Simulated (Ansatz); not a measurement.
Species: TaF₂, charge 0, multiplicity 4. The spin state was set by rule; other spins were not relaxed. 
Coordinates optimised at B3LYP-D3(BJ)/def2-TZVP (Ansatz, a program for electronic structure):
```xyz
3

Ta     0.0000     0.0000     0.0000
F      0.0000     0.0000     1.8916
F      0.0000     0.0000    -1.8916
```
Charge 0, spin multiplicity 4.

Basis-set convergence of Hartree-Fock and MP2 correlation energies (hartree) with Ansatz. Valence correlation only, unless marked. Open shells are spin-unrestricted. No spin-orbit coupling. Frozen are the shells of the preceding noble gas and the d and f shells that filled before the atom's block. Past Kr the def2 sets carry scalar-relativistic core potentials.

| basis | functions | E(HF) | E(corr, MP2) |
|---|---|---|---|
| def2-SVP | 60 | -255.20789 | -0.44926 |
| def2-TZVPP | 118 | -255.47675 | -0.59758 |
| def2-QZVPP | 195 | -255.48706 | -0.65200 |

Extrapolating the two largest sets (X = 3 and 4) as X^-3: E(corr) = (64·(-0.65200) - 27·(-0.59758))/37 = -0.6917 Eh, an estimate of the basis-set limit. The largest set recovers 94.3 % of it, the smallest 64.9 %.
